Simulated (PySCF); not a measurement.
Finite-field polarisability of Cl (chlorine, neutral)

[Ne] 3s2 3p5, 2P determinant. Computed with PySCF 2.14 in aug-cc-pV(T+d)Z (6s5p4d2f, 55 functions), with no relativity, point nucleus. Frozen: [Ne]. Energy changes in a uniform field (μhartree):

```tsv
axis	F (au)	HF	MP2	CCSD	CCSD(T)
x	0.0039	-98.202	-100.608	-100.230	-100.764
x	0.0078	-392.867	-402.507	-400.996	-403.135
y	0.0037	-99.521	-102.916	-102.460	-103.236
y	0.0074	-398.222	-411.826	-410.002	-413.112
```

By symmetry the remaining axis equals y.

Derive α along x at CCSD(T) from the two fields.

With ΔE = −αF²/2 − γF⁴/24, α = −(16 ΔE(F) − ΔE(2F))/(6F²) = 13.25 bohr³.

And the mean polarisability at each level?

The components xx, yy, zz at CCSD(T) are 13.25, 15.08, 15.08, the third axis being equal by symmetry to one of the two computed. Means: HF 14.00, MP2 14.43, CCSD 14.37, CCSD(T) 14.47 bohr³. Reference: 14.6 ± 0.1 bohr³ (recommended; Schwerdtfeger and Nagle, table of static dipole polarizabilities (2023 update)).
